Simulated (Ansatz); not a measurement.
Species: 1,1,1,3,3-pentafluoropropane, C₃H₃F₅, net charge 0, singlet state. SMILES: FC(F)CC(F)(F)F
Structure (B3LYP-D3(BJ)/def2-TZVP (Ansatz, an electronic-structure program) minimum search):
```xyz
11

F     -2.3284    -1.2245    -0.0912
C     -1.3722    -0.2699    -0.3005
F     -1.8221     0.8865     0.2626
C     -0.0887    -0.7251     0.3642
C      1.1126     0.1319     0.0313
F      2.2281    -0.3907     0.5761
F      1.3124     0.2005    -1.3041
F      0.9955     1.3904     0.4820
H     -1.2827    -0.1104    -1.3762
H     -0.2282    -0.7322     1.4450
H      0.1315    -1.7393     0.0317
```

Computed values are from Ansatz. Cores are frozen in the correlated levels unless marked. UHF or UKS for open shells. No spin-orbit coupling. No relativistic terms. Basis-set limits of correlation are two-point, X^-3; Hartree-Fock from the larger set.

Q: What is the T1 diagnostic at CCSD/cc-pVQZ?

A: 0.011.

Q: What is the atomisation energy De at CCSD(T)/CBS(cc-pVTZ,cc-pVQZ)?

A: 1074.9 kcal/mol.

Q: What is the dipole moment at CCSD(T)/aug-cc-pVDZ?

A: 1.45 D.

Q: What is the total energy at CCSD(T)/CBS(cc-pVTZ,cc-pVQZ)?

A: -614.9116 Eh.
